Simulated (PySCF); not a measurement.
Magnetic shielding above rings: a mixed set.

NICS = −σ at a ghost point: NICS(0) at the centroid of the ring atoms, NICS(1) 1 Å to either side along the normal of their mean plane, zz for the tensor component along that normal. Level: GIAO PBE0/pcSseg-1 (PySCF, non-relativistic, gas phase) on the PBE0-D3(BJ)/def2-SVP geometries, one conformer each. Atom numbers follow the mapped SMILES.

Question: Order these rings by mean NICS(1)zz, lowest (most negative) first (ppm).
A. ring C6–O7–B8–O9–C10–C11 in `[F:1][C:2]([F:3])([F:4])[O:5][C:6]1=[O+:7][BH2-:8][O:9][CH:10]=[CH:11]1`
B. ring C4–C5–C6–C7–C8–C9 in `[O:1]=[C:2]([OH:3])[c:4]1[cH:5][cH:6][cH:7][c:8]2[c:9]1[CH:10]=[CH:11][SiH2:12]2`
C. ring C6–C7–C8–C9–C10–C11 in `[SiH3:1][Si:2]([SiH3:3])([SiH2:4][PH2:5])[c:6]1[cH:7][cH:8][cH:9][cH:10][cH:11]1`
D. ring B3–O4–B5–O6–B7–O8 in `[CH3:1][O:2][B:3]1[O:4][BH:5][O:6][BH:7][O:8]1`
E. ring C4–C5–C6–C7–C8–C9 in `[F:1][CH:2]([F:3])[c:4]1[cH:5][cH:6][cH:7][c:8]2[c:9]1[CH:10]=[CH:11][SiH2:12]2`

Answer: C (-27.8), E (-25.4), B (-24.2), D (-1.6), A (10.1).

```json
{"SMILES": "[SiH3][Si]([SiH3])([SiH2]P)c1ccccc1", "ring": "6-membered carbocycle; formal bonds all aromatic", "NICS(0)": "-7.8", "NICS(1)": "-11.0", "NICS(1)zz": "-27.8", "HOMA": "0.97", "rms pucker (Å)": "0.00", "ring atoms with four or more neighbours": "0"}
{"SMILES": "FC(F)c1cccc2c1C=C[SiH2]2", "ring": "6-membered carbocycle; formal bonds all aromatic", "NICS(0)": "-7.5", "NICS(1)": "-10.6", "NICS(1)zz": "-25.4", "HOMA": "0.95", "rms pucker (Å)": "0.00", "ring atoms with four or more neighbours": "0"}
{"SMILES": "O=C(O)c1cccc2c1C=C[SiH2]2", "ring": "6-membered carbocycle; formal bonds all aromatic", "NICS(0)": "-7.0", "NICS(1)": "-10.2", "NICS(1)zz": "-24.2", "HOMA": "0.92", "rms pucker (Å)": "0.00", "ring atoms with four or more neighbours": "0"}
{"SMILES": "COB1OBOBO1", "ring": "6-membered ring with 3 B and 3 O; formal bonds all single", "NICS(0)": "-1.9", "NICS(1)": "-2.3", "NICS(1)zz": "-1.6", "HOMA": "–", "rms pucker (Å)": "0.00", "ring atoms with four or more neighbours": "0"}
{"SMILES": "FC(F)(F)OC1=[O+][BH2-]OC=C1", "ring": "6-membered ring with B and 2 O; formal bonds 2 double, 4 single", "NICS(0)": "4.3", "NICS(1)": "2.1", "NICS(1)zz": "10.1", "HOMA": "–", "rms pucker (Å)": "0.01", "ring atoms with four or more neighbours": "1"}
```

NICS(0) gives the same order. The isotropic NICS(1) gives the same order. HOMA uses Krygowski's 1993 parameters; it is left out where a ring has a four-coordinate atom, a triple bond, no multiple bond or a kind of bond without parameters. NICS(1) and NICS(1)zz are means over the two faces.
